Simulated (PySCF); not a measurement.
Trend along group 12: MNa cations

CCSD(T) with double-zeta basis sets in PySCF, for the lowest determinant that a PBE0 search found; no spin–orbit coupling. De refers to high-spin ground-configuration atoms (the charge goes to the atom of lower measured ionisation energy or higher electron affinity, which is not always the lowest computed limit).

```json
{"M": "Zn", "basis": "6-31G(d,p)", "reference, frozen orbitals": "RHF, 6", "charged atom": "Na+", "state (unpaired electrons)": "singlet (closed shell)", "Re (Å)": "2.796", "ωe (cm⁻¹)": "190", "De (eV)": "0.69"}
{"M": "Cd", "basis": "def2-SVP", "reference, frozen orbitals": "RHF, 1", "charged atom": "Na+", "state (unpaired electrons)": "singlet (closed shell)", "Re (Å)": "3.197", "ωe (cm⁻¹)": "115", "De (eV)": "0.39"}
{"M": "Hg", "basis": "def2-SVP", "reference, frozen orbitals": "RHF, 1", "charged atom": "Na+", "state (unpaired electrons)": "singlet (closed shell)", "Re (Å)": "3.148", "ωe (cm⁻¹)": "108", "De (eV)": "0.32"}
```

The shortest bond is that of NaZn⁺ (2.796 Å), the longest that of NaCd⁺ (3.197 Å).

The rows differ in basis set, which adds steps of its own.

Relativity is treated differently too: Zn no relativity; Cd scalar-relativistic core potentials; Hg scalar-relativistic core potentials.

Down a group bonds as a rule get longer and wavenumbers fall, partly through the reduced mass; the exceptions here are the shorter bond at Hg. Relativity and the filled 4f shell contract the atoms of the sixth period.

Correlated steps freeze the inner cores (1 to 6 orbitals); shallow outer-core shells are correlated. Weak bonds: NaCd⁺, NaHg⁺. Basis-set superposition, not corrected here, can be much of De in a small basis, most of all at correlated wavefunction levels. Spin–orbit coupling is left out. For an ion De counts to the pair picked by the measured ionisation energies or electron affinities, which need not be the lowest pair at this level.
